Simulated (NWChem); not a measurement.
System: C2H3BO2; SMILES OB(O)C#C

NWChem input:

```
start job
memory heap 200 mb stack 900 mb global 1100 mb
geometry units angstroms noautoz
  B      0.000000     0.000000    -0.520698
  C      0.000000     0.000000     1.031020
  C      0.000000     0.000000     2.247797
  H      0.000000     0.000000     3.323490
  O      0.000000     1.157955    -1.225272
  H      0.000000     1.932318    -0.656107
  O      0.000000    -1.157955    -1.225272
  H      0.000000    -1.932318    -0.656107
end
basis spherical
  B library 6-31g*
  C library 6-31g*
  H library 6-31g*
  O library 6-31g*
end
dft
  xc b3lyp
  iterations 150
  mulliken
end
task dft energy
```

Output (shortened):

```
             Northwest Computational Chemistry Package (NWChem) 7.3.0
             --------------------------------------------------------

 C2V symmetry detected

                             Geometry "geometry" -> ""
                             -------------------------

 Output coordinates in angstroms (scale by  1.889725989 to convert to a.u.)

  No.       Tag          Charge          X              Y              Z
 ---- ---------------- ---------- -------------- -------------- --------------
    1 B                    5.0000     0.00000000     0.00000000    -0.50615178
    2 C                    6.0000     0.00000000     0.00000000     1.04556622
    3 C                    6.0000     0.00000000     0.00000000     2.26234322
    4 H                    1.0000     0.00000000     0.00000000     3.33803622
    5 O                    8.0000     0.00000000     1.15795500    -1.21072578
    6 H                    1.0000     0.00000000     1.93231800    -0.64156078
    7 O                    8.0000     0.00000000    -1.15795500    -1.21072578
    8 H                    1.0000     0.00000000    -1.93231800    -0.64156078

 Effective nuclear repulsion energy (a.u.)     137.1224336928

      Symmetry information
      --------------------

 Group name             C2v
 Group number             16
 Group order               4
 No. of unique centers     6

                                 NWChem DFT Module
                                 -----------------

 Summary of "ao basis" -> "ao basis" (spherical)
 ------------------------------------------------------------------------------
       Tag                 Description            Shells   Functions and Types
 ---------------- ------------------------------  ------  ---------------------
 B                           6-31g*                  6       14   3s2p1d
 C                           6-31g*                  6       14   3s2p1d
 H                           6-31g*                  2        2   2s
 O                           6-31g*                  6       14   3s2p1d

      Symmetry analysis of basis
      --------------------------

        a1         35
        a2          7
        b1         13
        b2         21

            General Information
            -------------------
          SCF calculation type: DFT
          Wavefunction type:  closed shell.
          No. of atoms     :     8
          No. of electrons :    36
           Alpha electrons :    18
            Beta electrons :    18
          Charge           :     0
          Spin multiplicity:     1
          Use of symmetry is: on ; symmetry adaption is: on
          Maximum number of iterations: 150
          AO basis - number of functions:    76
                     number of shells:    36
          Convergence on energy requested:  1.00D-06
          Convergence on density requested:  1.00D-05
          Convergence on gradient requested:  5.00D-04

              XC Information
              --------------
                         B3LYP Method XC Potential
                     Hartree-Fock (Exact) Exchange  0.200
                        Slater Exchange Functional  0.800 local
                    Becke 1988 Exchange Functional  0.720 non-local
              Lee-Yang-Parr Correlation Functional  0.810
                  VWN I RPA Correlation Functional  0.190 local

             Grid Information
             ----------------
          Grid used for XC integration:  medium
          Radial quadrature: Mura-Knowles
          Angular quadrature: Lebedev.
          Tag              B.-S. Rad. Rad. Pts. Rad. Cut. Ang. Pts.
          ---              ---------- --------- --------- ---------
          B                   0.85       49          10.0       434
          C                   0.70       49          10.0       434
          H                   0.35       45          11.0       434
          O                   0.60       49          11.0       434
          Grid pruning is: on
          Number of quadrature shells:   286
          Spatial weights used:  Erf1

      Superposition of Atomic Density Guess
      -------------------------------------

 Sum of atomic energies:        -250.84999887

      Non-variational initial energy
      ------------------------------

 Total energy =    -252.997317
 1-e energy   =    -612.565259
 2-e energy   =     222.445509
 HOMO         =      -0.340447
 LUMO         =       0.009905

      Symmetry analysis of molecular orbitals - initial
      -------------------------------------------------

  Numbering of irreducible representations:

     1 a1          2 a2          3 b1          4 b2

  Orbital symmetries:

     1 a1          2 b2          3 a1          4 a1          5 a1
     6 a1          7 b2          8 a1          9 a1         10 a1
    11 b2         12 a1         13 b2         14 b1         15 a2
    16 a1         17 b1         18 b2         19 b1         20 b2
    21 a1         22 a1         23 b2         24 b1         25 a1
    26 a1         27 a1         28 b2

     ---------------------------------------------
      Total Density - Mulliken Population Analysis
     ---------------------------------------------

    Atom       Charge   Shell Charges
 -----------   ------   -------------------------------------------------------
    1 B    5     4.16   2.00  0.53  1.05  0.29  0.16  0.13
    2 C    6     6.23   2.00  0.75  1.92  0.70  0.84  0.03
    3 C    6     6.23   2.00  0.75  1.83  0.65  0.98  0.03
    4 H    1     0.72   0.42  0.30
    5 O    8     8.87   2.00  0.93  3.13  0.88  1.92  0.01
    6 H    1     0.46   0.35  0.10
    7 O    8     8.87   2.00  0.93  3.13  0.88  1.92  0.01
    8 H    1     0.46   0.35  0.10

   convergence    iter        energy       DeltaE   RMS-Dens  Diis-err
 ---------------- ----- ----------------- --------- --------- ---------
 d= 0,ls=0.0,diis     1   -253.2470314152 -3.90D+02  1.49D-02  8.72D-01
 d= 0,ls=0.0,diis     2   -253.2311310312  1.59D-02  8.17D-03  1.23D+00
 d= 0,ls=0.0,diis     3   -253.3437065536 -1.13D-01  1.88D-03  5.45D-02
 d= 0,ls=0.0,diis     4   -253.3484322873 -4.73D-03  8.75D-04  4.20D-03
 d= 0,ls=0.0,diis     5   -253.3486163830 -1.84D-04  3.90D-04  2.78D-03
  Resetting Diis
 d= 0,ls=0.0,diis     6   -253.3489787974 -3.62D-04  6.13D-05  4.36D-05
 d= 0,ls=0.0,diis     7   -253.3489843775 -5.58D-06  1.80D-05  8.55D-07
 d= 0,ls=0.0,diis     8   -253.3489843541  2.34D-08  9.37D-06  1.12D-06

         Total DFT energy =     -253.348984354103
      One electron energy =     -616.730015689613
           Coulomb energy =      259.525301449903
    Exchange-Corr. energy =      -33.266703807152
 Nuclear repulsion energy =      137.122433692759

 Numeric. integr. density =       36.000000171985

                  Occupations of the irreducible representations
                  ----------------------------------------------

                     irrep           alpha         beta
                     --------     --------     --------
                     a1               10.0         10.0
                     a2                1.0          1.0
                     b1                2.0          2.0
                     b2                5.0          5.0

                       DFT Final Molecular Orbital Analysis
                       ------------------------------------

 Vector   16  Occ=2.000000D+00  E=-3.182035D-01  Symmetry=a2
              MO Center= -8.6D-16,  2.4D-14, -1.2D+00, r^2= 1.9D+00
   Bfn.  Coefficient  Atom+Function         Bfn.  Coefficient  Atom+Function
  ----- ------------  ---------------      ----- ------------  ---------------
    47      0.462167  5 O  px                63     -0.462167  7 O  px
    51      0.350181  5 O  px                67     -0.350181  7 O  px
    10      0.038383  1 B  d -2

 Vector   17  Occ=2.000000D+00  E=-2.874893D-01  Symmetry=b1
              MO Center=  2.1D-16,  3.3D-15,  1.5D+00, r^2= 1.8D+00
   Bfn.  Coefficient  Atom+Function         Bfn.  Coefficient  Atom+Function
  ----- ------------  ---------------      ----- ------------  ---------------
    31      0.403707  3 C  px                17      0.398719  2 C  px
    35      0.255582  3 C  px                21      0.237423  2 C  px
    47     -0.125836  5 O  px                63     -0.125836  7 O  px
    51     -0.098099  5 O  px                67     -0.098099  7 O  px

 Vector   18  Occ=2.000000D+00  E=-2.845639D-01  Symmetry=b2
              MO Center=  9.9D-16,  5.5D-16,  1.5D+00, r^2= 1.9D+00
   Bfn.  Coefficient  Atom+Function         Bfn.  Coefficient  Atom+Function
  ----- ------------  ---------------      ----- ------------  ---------------
    32      0.414492  3 C  py                18      0.394708  2 C  py
    36      0.276492  3 C  py                22      0.211893  2 C  py
    49     -0.125868  5 O  pz                65      0.125868  7 O  pz
    53     -0.091933  5 O  pz                69      0.091933  7 O  pz
     8      0.045474  1 B  py                 4     -0.033740  1 B  py

 Vector   19  Occ=0.000000D+00  E=-1.197187D-02  Symmetry=b1
              MO Center=  3.7D-16, -1.5D-15,  7.9D-01, r^2= 3.2D+00
   Bfn.  Coefficient  Atom+Function         Bfn.  Coefficient  Atom+Function
  ----- ------------  ---------------      ----- ------------  ---------------
    35      0.497628  3 C  px                21     -0.372363  2 C  px
    31      0.367098  3 C  px                 3     -0.342505  1 B  px
     7     -0.306917  1 B  px                17     -0.242435  2 C  px
    51      0.201263  5 O  px                67      0.201263  7 O  px
    47      0.195206  5 O  px                63      0.195206  7 O  px

[...]
```

Level: B3LYP/6-31G* (spherical d). All runs use the structure optimised with PBE0/def2-SVP.
